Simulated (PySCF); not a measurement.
# Energy of Sc²⁺ (scandium, charge +2) between two integer charges

The 3d alpha orbital of [Ar] 3d1 is emptied in steps (occupation f), with all orbitals relaxed, ending at [Ar]. Calculation: PySCF 2.14, in def2-TZVP (6s4p4d1f, 45 functions); no relativity, point nucleus. The exact energy is a straight line in f; departures are measured from the line between the end points of the same method.

```tsv
f	PBE0 (eV)	r2SCAN (eV)	LC-wPBE (eV)
1	0.000	0.000	0.000
0.8	-0.787	-1.013	-0.331
0.6	-1.187	-1.528	-0.504
0.4	-1.194	-1.535	-0.511
0.2	-0.799	-1.026	-0.344
0	0.000	0.000	0.000
```

For LC-wPBE, how does the orbital energy at f = 1 compare with the removal energy?

−ε = 23.358 eV against a total-energy difference of 25.400 eV. By Janak's theorem ε = ∂E/∂f, so the gap between them reflects the curvature. Along the path −ε is 24.134 (f = 0.8), 24.946 (f = 0.6), 25.792 (f = 0.4), 26.670 (f = 0.2) eV.

| method | E(f=0) − E(f=1) (eV) | −ε at f=1 (eV) | −ε at f=0.4 (eV) |
| --- | --- | --- | --- |
| PBE0 | 25.282 | 20.398 | 26.247 |
| r2SCAN | 25.201 | 18.915 | 26.453 |
| LC-wPBE | 25.400 | 23.358 | 25.792 |

Reference removal energy between the ground levels: 24.757 eV (measured; NIST Atomic Spectra Database, ionization energies). The calculation has no spin-orbit coupling.
